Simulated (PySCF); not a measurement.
Al2(mu-F)2(Br)4, Al2Br4F2, singlet (PBE0/def2-SVP optimised geometry):

```
8

Al    -0.517    -0.210     0.000
Al     1.659    -0.783     1.707
F      1.315    -0.210     0.000
Br    -1.315    -1.871    -1.253
Br    -1.315     1.871     0.000
F     -0.174    -0.782     1.707
Br     2.455    -2.864     1.705
Br     2.458     0.877     2.961
```

Level of theory: PBE0/def2-TZVP (PySCF).

Question: What are the frontier orbital energies and the dipole moment?

Answer: HOMO-2 -9.06 eV, HOMO-1 -8.96 eV, HOMO -8.85 eV, LUMO -1.23 eV, LUMO+1 -0.53 eV; dipole moment 0.00 D.

On the same geometry PBE/def2-TZVP (PySCF) gives HOMO-2 -7.75 eV, HOMO-1 -7.65 eV, HOMO -7.55 eV, LUMO -2.10 eV, LUMO+1 -1.32 eV; dipole moment 0.00 D.

Meta-Löwdin charges at PBE0/def2-TZVP: Al1 1.00, Al2 1.00, F3 -0.47, Br4 -0.26, Br5 -0.26, F6 -0.47, Br7 -0.27, Br8 -0.26.
